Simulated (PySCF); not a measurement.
**Bond curve of NaBi**

Set-up: PySCF, scalar-relativistic core potentials, basis sets Na cc-pVDZ, Bi cc-pVDZ-PP with ECP60. Energies in eV from Na + Bi in their ground configurations at the same level. State: ³Σ⁻ (triplet), unpaired electrons π ↑↑.

All columns are revPBE. A positive dipole means Na(−)Bi(+).

```
R (Å)  E (eV)  μ (D)  Mulliken charge on Na (basis-dependent)  HOMO (eV)  LUMO (eV)  Mayer bond order  ⟨S²⟩
2.578  -0.685  -4.78                                     0.26      -3.70      -2.84              1.14  2.02
2.698  -0.895  -4.94                                     0.24      -3.68      -2.76              1.14  2.02
2.818  -1.018  -5.08                                     0.22      -3.66      -2.69              1.12  2.02
2.908  -1.067  -5.16                                     0.21      -3.64      -2.65              1.11  2.03
2.998  -1.089  -5.24                                     0.21      -3.62      -2.61              1.09  2.03
3.088  -1.089  -5.30                                     0.21      -3.60      -2.58              1.07  2.04
3.208  -1.063  -5.36                                     0.21      -3.57      -2.54              1.04  2.05
3.358  -1.003  -5.40                                     0.21      -3.54      -2.51              0.99  2.07
3.538  -0.907  -5.38                                     0.21      -3.50      -2.48              0.94  2.11
3.777  -0.763  -5.26                                     0.21      -3.47      -2.47              0.86  2.18
```

A fit through these points gives, at Re = 3.041 Å, μ = -5.27 D and dμ/dR = -0.692 D/Å; the reduced mass is 20.71 u.

Problem. How strong is the fundamental in the double-harmonic approximation, I = 42.26·(dμ/dR)²/μred km/mol?

Solution. I = 42.26·(-0.692)²/20.71 = 0.977 km/mol at revPBE.

⟨S²⟩ of the unrestricted solution departs from its pure value on part of the curve, where spin states mix. Spin–orbit coupling is left out, which matters for elements this heavy, above all for dissociation energies. The state was picked by a PBE0 search and need not be the measured ground state.
